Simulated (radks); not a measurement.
Results of a calculation; reference values are marked as such.
Question: Ionisation of the titanium ion Ti+, [Ar] 3d2 4s1, to Ti2+, [Ar] 3d2, under several functionals. Non-relativistic Kohn-Sham, spin-unpolarised, spherical densities, point nucleus; a radial shooting solver on a logarithmic mesh with Libxc functionals. The NIST Atomic Spectra Database gives 13.576 eV (measured). Rank these functionals by the error of their Delta-SCF ionisation energy: exchange-only B88; r2SCAN; TASK exchange with Perdew-Wang LDA correlation; BLYP; LDA (Slater exchange, VWN5 correlation); OLYP.

Answer: From best to worst: BLYP 13.619 eV (+0.043); LDA (Slater exchange, VWN5 correlation) 13.689 eV (+0.114); OLYP 13.227 eV (-0.348); r2SCAN 13.043 eV (-0.532); exchange-only B88 12.930 eV (-0.646); TASK exchange with Perdew-Wang LDA correlation 11.808 eV (-1.767). Spin polarisation and multiplet splitting are left out, so open shells lie too high by an amount that depends on their filling.

Beside tabulated values, note that spin-unpolarised runs miss the spin-polarisation part of the exchange energy of open shells.
